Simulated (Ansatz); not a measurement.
Mulliken charges of `[CH3][SnH]([O])[F]` radical from ωB97M-V/def2-TZVPP in Ansatz (PBE0-D4/def2-TZVP geometry).

```json
{"atom": "C1", "x (Å)": "-0.459", "y (Å)": "1.024", "z (Å)": "0.343", "charge (e)": "-0.599"}
{"atom": "Sn2", "x (Å)": "0.442", "y (Å)": "-0.743", "z (Å)": "-0.394", "charge (e)": "1.113"}
{"atom": "O3", "x (Å)": "1.687", "y (Å)": "-1.428", "z (Å)": "0.984", "charge (e)": "-0.422"}
{"atom": "F4", "x (Å)": "-0.977", "y (Å)": "-2.037", "z (Å)": "-0.512", "charge (e)": "-0.496"}
{"atom": "H5", "x (Å)": "-0.926", "y (Å)": "0.798", "z (Å)": "1.301", "charge (e)": "0.162"}
{"atom": "H6", "x (Å)": "0.294", "y (Å)": "1.800", "z (Å)": "0.473", "charge (e)": "0.156"}
{"atom": "H7", "x (Å)": "-1.218", "y (Å)": "1.357", "z (Å)": "-0.364", "charge (e)": "0.158"}
{"atom": "H8", "x (Å)": "1.248", "y (Å)": "-0.830", "z (Å)": "-1.887", "charge (e)": "-0.073"}
```

Problem. By hand: the dipole of these point charges (1 e Å = 4.8032 D).

Solution. Σ q r = (0.152, 0.858, -0.440) e Å, of length 0.976 e Å = 4.69 D.

Problem. How does the dipole of the full density compare? (An estimate is asked.)

Solution. The calculation gave: (0.022, 0.745, -0.246) e Å, 3.77 D; the point charges give 1.24 times that, at 11° from its direction.

Point charges leave out the atoms' own dipoles, such as those of lone pairs, and Mulliken's split depends on the basis, so the two needn't agree.
